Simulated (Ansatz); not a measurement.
Relaxation of a periodic cell of 13 atoms, Zr$_{12}$N (host Zr, host structure hcp, interstitial N), to a largest force component of 0.08 eV/Å in at most 25 steps.

These are results of DFT LDA, scalar-relativistic, plane waves, PAW in Ansatz 0.2.0, not measurements. Settings: cutoff 420 eV, k mesh 3x2x3, fermi-dirac smearing 0.1 eV, no spin polarisation.

```xyz
13
Lattice="6.4600 0.0000 0.0000 -4.8450 8.3918 0.0000 0.0000 0.0000 5.1454" Properties=species:S:1:pos:R:3
Zr 0.000 0.000 0.000
Zr 0.000 1.865 2.573
Zr -1.615 2.797 0.000
Zr -1.615 4.662 2.573
Zr -3.230 5.595 0.000
Zr -3.230 7.459 2.573
Zr 3.230 0.000 0.000
Zr 3.230 1.865 2.573
Zr 1.615 2.797 0.000
Zr 1.615 4.662 2.573
Zr 0.000 5.595 0.000
Zr 0.000 7.459 2.573
N -3.177 7.458 4.579
```

Question: Where does it end, and by what steps?

Answer: It converged. The threshold is loose, so the end isn't yet a minimum. Limits of this set-up: coarse k mesh, odd electron count without spin. After 5 steps the energy has fallen by 0.639 eV; N13 moved furthest, 0.26 Å.

```csv
step,energy less start (eV),largest force component (eV/Å),accepted
0,0.0000,2.789,yes
1,-0.4354,1.576,yes
2,-0.5908,0.678,yes
3,-0.6047,0.227,yes
4,-0.6321,0.117,yes
5,-0.6390,0.021,yes
```

```xyz
13
Lattice="6.4600 0.0000 0.0000 -4.8450 8.3918 0.0000 0.0000 0.0000 5.1454" Properties=species:S:1:pos:R:3
Zr -0.074 0.101 -0.023
Zr -0.009 1.836 2.558
Zr -1.560 2.852 -0.007
Zr -1.603 4.659 2.532
Zr -3.222 5.432 -0.035
Zr -3.248 7.425 2.643
Zr 3.310 0.097 -0.024
Zr 3.251 1.899 2.560
Zr 1.579 2.773 -0.020
Zr 1.609 4.628 2.519
Zr 0.005 5.605 -0.048
Zr 0.013 7.475 2.526
N -3.230 7.431 4.834
```

Time of the run: 27 s on 2 threads of Intel(R) Xeon(R) 6975P-C (Granite Rapids), with other jobs on the host, peak memory 0.68 GiB.
